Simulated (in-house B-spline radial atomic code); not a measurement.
Multiplet parameters of the 4d5 shell in Rh4+ ([Kr] 4d5). Computed with a radial B-spline atomic code at the basis-set limit: non-relativistic Hartree-Fock, average of configuration, point nucleus.

Slater integrals: F^2 = 78295 cm⁻¹, F^4 = 51812 cm⁻¹. Central-field spin-orbit parameter ζ(4d) = 1642 cm⁻¹ (bare central field on non-relativistic orbitals, without two-electron terms: too large for light atoms, too small for heavy ones).

(1) What are Racah's B and C?

(2) Where do the terms lie in LS coupling, without spin-orbit interaction?

(3) How far can these numbers be trusted?

## Answers

(1) B = F^2/49 - 5F^4/441 = 1010 cm⁻¹, C = 35F^4/441 = 4112 cm⁻¹, C/B = 4.07.

(2) In cm⁻¹ above the Hund's-rule term (some of the terms):
| term | expression | energy |
| --- | --- | --- |
| 6S | 0B + 0C | 0 |
| 4G | 10B + 5C | 30665 |
| 4P | 7B + 7C | 35857 |
| 4D | 17B + 5C | 37737 |
| 4F | 22B + 7C | 51014 |

(3) Unscaled Hartree-Fock integrals overestimate measured term splittings, because correlation screens the repulsion; fits to spectra scale them down, most for low charges. Here ζ is 1.63 times B, so the coupling is intermediate: spin-orbit interaction mixes the terms, and LS labels name only the largest part.
